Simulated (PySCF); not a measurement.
Run record: geometry optimisation, `[NH2][Cr][NH2]` (Cr(NH2)2) [quintet].

Method: PBE0-D3(BJ)/def2-SVP geometry optimisation, gas phase (PySCF 2.14.0). Start geometry: GFN2-xTB. A driver script takes a list of jobs; this job's settings line and coordinates (Å) are shown.

Command:
```bash
OMP_NUM_THREADS=1 python probes_run.py task.json out
```

Input:
```
{"job": {"xc": "PBE0", "basis": "def2-SVP", "d3": "d3bj", "grid": 1, "maxiter": 40, "shake": 0.03, "kind": "geom"}, "charge": 0, "multiplicity": 5}
Cr     0.062700    -0.079300     0.012510
N     -0.016770    -0.029720     1.812430
H      0.552410     0.505030     2.415540
H     -0.513070    -0.546190     2.423670
N     -0.007700    -0.005970    -1.850520
H      0.598580     0.571100    -2.439620
H     -0.584300    -0.516970    -2.442570
```

Q: What does the run print?

A: 
```
step   0  E = -1155.82003330  max force = 0.052972
step   1  E = -1155.83142144  max force = 0.004323
step   2  E = -1155.83170431  max force = 0.002396
step   3  E = -1155.83176463  max force = 0.001092
step   4  E = -1155.83178247  max force = 0.000197
step   5  E = -1155.83178367  max force = 0.000120
optimisation converged
```

Energies in Eh; «max force» is the largest Cartesian gradient component in Eh/bohr.

Q: How much energy does the optimisation release, in kcal/mol?

A: E(step 0) − E(last step) = 0.011750 Eh, which is 7.4 kcal/mol.

Q: Give the first gradient maximum in eV/Å.

A: With 1 Eh/bohr = 51.422 eV/Å, 2.724 eV/Å.

In short: final energy -1155.83178 Eh after 5 steps; dipole 0.09 D.

Q: Give the final coordinates.

A: 0.060 Å rms from the input after alignment:
```
atom  x, y, z in Å
Cr1    0.0583   -0.0668   -0.0104
N2     0.0272   -0.0423    1.8550
H3     0.5924    0.5469    2.4650
H4    -0.5884   -0.5800    2.4635
N5     0.0197   -0.0102   -1.8749
H6     0.5843    0.5862   -2.4784
H7    -0.6016   -0.5359   -2.4883
```

Q: How long does this job take on one thread, Intel Xeon Platinum 8259CL at 2.50 GHz (x86_64) (shared host)? And the peak memory of the process?

A: About 65 s, with 0.34 GiB resident at the peak, the Python interpreter and its libraries included.
Labels such as C1 count atoms from 1, the log's own numbers from 0.
